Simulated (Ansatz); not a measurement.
## Cost against result

The pair of CH₃Cl (SMILES CCl, atoms 1–5) and SbH₃ (SMILES [SbH3], atoms 6–9), both closed shells, in one local arrangement (a lower one may exist), relaxed at PBE0-D4/def2-TZVP:

```csv
atom,x (Å),y (Å),z (Å)
C1,0.0578,0.2970,-1.7815
Cl2,-1.1011,-0.9895,-1.3924
H3,0.5126,0.6422,-0.8558
H4,-0.4785,1.1088,-2.2669
H5,0.8144,-0.1106,-2.4475
Sb6,-0.4449,-0.7641,2.2492
H7,-0.7599,0.7732,1.5748
H8,1.0058,-0.9062,1.3590
H9,0.3938,-0.0508,3.5611
```

Interaction energies are counterpoise-corrected; the time is that of the whole pair.

Computed with Ansatz 0.2.0 (basis: as named in each row); correlated methods freeze the cores. Filled d shells of the heavier atoms are correlated. Core potentials replace the inner electrons of the atoms past krypton. The def2 sets are not built for correlating such inner shells, so the correlated values are less sure here. B3LYP uses VWN-RPA correlation. Extrapolation: Hartree–Fock as exp(−7.88 √X), correlation as X^−2.97.

Times are rough, for one single point on 4 threads of a shared host (Intel Xeon 6975P-C).

The estimate by CCSD(T) at an estimated basis limit (MP2 extrapolated from triple and quadruple zeta, plus CCSD(T) − MP2 in triple zeta) is -9.3 kJ/mol.

```
   method        basis  time (s)  interaction energy (kJ/mol)  method less estimate
    SPW92     def2-SVP   under 1                        -12.3                  -3.0
   PBE-D4     def2-SVP   under 1                         -9.8                  -0.5
  PBE0-D4     def2-SVP   under 1                         -9.5                  -0.2
revPBE-D4  def2-TZVPPD         1                         -9.8                  -0.5
  BLYP-D4  def2-TZVPPD         1                         -9.8                  -0.5
  CCSD(T)     def2-SVP         2                         -1.6                   7.7
  wB97M-V     def2-SVP         2                         -8.5                   0.7
 B3LYP-D4  def2-TZVPPD         2                        -10.1                  -0.8
 HSE06-D4  def2-TZVPPD         2                         -9.8                  -0.5
  PBE0-D4  def2-TZVPPD         2                         -9.9                  -0.6
   PBE-D4  def2-TZVPPD         2                        -10.5                  -1.2
r2SCAN-D4  def2-TZVPPD         2                         -8.4                   0.9
   B2PLYP  def2-TZVPPD         3                         -3.5                   5.8
  wB97M-V  def2-TZVPPD         4                         -9.7                  -0.4
   B97M-V  def2-TZVPPD         4                        -10.2                  -0.9
  wB97X-V  def2-TZVPPD         4                         -9.3                   0.0
      MP2  def2-QZVPPD        10                        -10.2                  -0.9
  CCSD(T)  def2-TZVPPD        39                         -7.2                   2.1
```

T1 diagnostic: at most 0.015.
